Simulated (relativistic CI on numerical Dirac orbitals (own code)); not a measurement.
# Hg4+: 4d photoemission

Computed with this model: Dirac-Coulomb-Breit CI, KLI orbitals optimised for each configuration, model QED (radiative potential, 1s self-energy scaled to tabulated hydrogen-like ionisation energies), valence Slater integrals scaled by 0.9, multiplet model of photoemission in the sudden approximation; configurations [Xe] 4f14 5d8 → [Kr] 4d9 4f14 5s2 5p6 5d8; 300 K; Lorentzian 2.45 eV and Gaussian 0.6 eV FWHM. Energies are those of the free ion, without screening or charge transfer. The energies are binding energies and can lie tens of eV above those of solids. S is read from ⟨S²⟩ = S(S + 1).

Field parameters in Wybourne normalisation: Oh B⁴₀ = 21Dq, B⁴₄ = √(5/14) B⁴₀. The field is a parameter set, without covalency.

free ion: ground-state S = 0.97, centroid 430.52 eV. Peaks (eV, height): 421.8 (100), 442.4 (80).

Oh, 10Dq = 33800 cm⁻¹: ground-state S = 0.99, centroid 430.64 eV. Peaks (eV, height): 422.4 (100), 442.4 (73).

Strongest unbroadened transitions for free ion:

| Energy (eV) | Relative strength |
| --- | --- |
| 421.59 | 54.0 |
| 421.65 | 83.8 |
| 421.86 | 100.0 |
| 422.23 | 20.9 |
| 422.37 | 21.8 |
| 422.86 | 21.8 |
| 424.20 | 26.1 |
| 424.42 | 21.1 |
| 425.49 | 5.9 |
| 425.67 | 6.4 |
| 425.79 | 7.7 |
| 426.40 | 2.5 |
| 426.63 | 4.2 |
| 442.05 | 48.9 |
| 442.32 | 70.2 |
| 442.67 | 40.1 |
| 442.76 | 84.5 |
| 443.82 | 6.5 |
